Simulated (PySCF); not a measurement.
Compound: C8H6O.
Z-matrix (Å and degrees, PBE0-D3(BJ)/def2-SVP geometry), rows numbered from 1:
```
C 
C   1  1.4345
C   2  1.3674  1  121.70
C   3  1.4260  2  118.40  1     0.05
C   4  1.3785  3  134.42  2   179.85
O   5  1.3421  4  109.55  3  -179.84
C   6  1.3424  5  109.58  4    -0.10
C   7  1.3784  6  109.57  5     0.10
C   1  1.3675  2  121.69  3    -0.02
H   1  1.0926  2  118.62  3  -179.99
H   2  1.0926  1  118.61  3   179.98
H   3  1.0922  2  121.08  1  -179.98
H   5  1.0861  4  133.85  3     0.16
H   7  1.0862  6  116.61  5  -179.88
H   9  1.0922  1  121.07  2  -180.00
```

Level: CAM-B3LYP/def2-SVPD in PySCF, non-relativistic, on one gas-phase PBE0-D3(BJ)/def2-SVP geometry that isn't relaxed in the solvent. The solvent is an IEF-PCM continuum (cavity from Bondi-type radii × 1.2), and excitations are vertical TDDFT with non-equilibrium linear response and a frozen core. Specific hydrogen bonds and non-electrostatic terms are outside this model.

```csv
run,E − E(gas) (kJ/mol),HOMO (eV),HOMO–LUMO gap (eV),dipole (D),lowest singlet (eV),static polarisability (au)
gas,0.00,-6.94,6.61,0.41,4.00,94.6
P,-16.12,-6.95,6.60,0.52,3.93,137.6
Q,-13.35,-6.94,6.60,0.50,3.92,129.5
```

Q: The runs were made in dichloromethane and water. Which run belongs to which solvent?

A: P = water, Q = dichloromethane. The dielectric constants are 8.93 (dichloromethane), 78.36 (water), and the energy falls further as ε rises. The optical constants n² used for the excitations are 2.03, 1.78 in the same order. In this model the ground state sees the solvent through ε alone.

Q: How constant is the ratio of the lowering to (ε − 1)/(2ε + 1)?

A: 
```csv
solvent,(ε − 1)/(2ε + 1),E − E(gas) (kJ/mol),ratio (kJ/mol),polarisation term (kJ/mol)
dichloromethane,0.420,-13.35,-31.8,-14.89
water,0.490,-16.12,-32.9,-18.39
```

The ratio changes by +3.5 % in size from dichloromethane to water. The polarisation term is half the interaction of the solute with the induced surface charges.
